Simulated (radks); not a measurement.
Initial-state core-level shifts of the indium ion In+ when its valence configuration changes from [Kr] 4d10 5s2. Method: Dirac Kohn-Sham, PBE, spin-unpolarised, spherical densities, finite nucleus; open shells are shared between the two j in proportion to 2j + 1; Fermi nuclear charge, rms radius 4.6156 fm; computed with a radial shooting solver on a logarithmic mesh with Libxc functionals. Shifts are changes of the shell-averaged eigenvalues in eV (positive: less bound); the change of the density at the nucleus, which sets a Mossbauer isomer shift, is in e/bohr^3, on a base of 1.748e+05.

valence               2s       2p       3d       4p  density at nucleus
4d10 5s1 5p1      -1.593   -1.592   -1.609   -1.629              -31.71
4d9 5s2 5p1       -7.991   -7.970   -7.838   -6.794              +16.47
4d9.5 5s1 5p1.5   -5.489   -5.477   -5.436   -4.955              -26.21
4d9.5 5p2.5       -6.937   -6.923   -6.902   -6.427              -62.90
4d8 5s2 5p2      -16.242  -16.196  -15.870  -13.512              +34.10
4d9 5p3          -10.857  -10.830  -10.735   -9.683              -59.50
4d9 5s1 5p2       -9.456   -9.432   -9.318   -8.271              -20.39
4d9.5 5s2 5p0.5   -3.965   -3.955   -3.896   -3.408               +8.09
4d8 5s1 5p3      -17.612  -17.563  -17.255  -14.874               -7.79
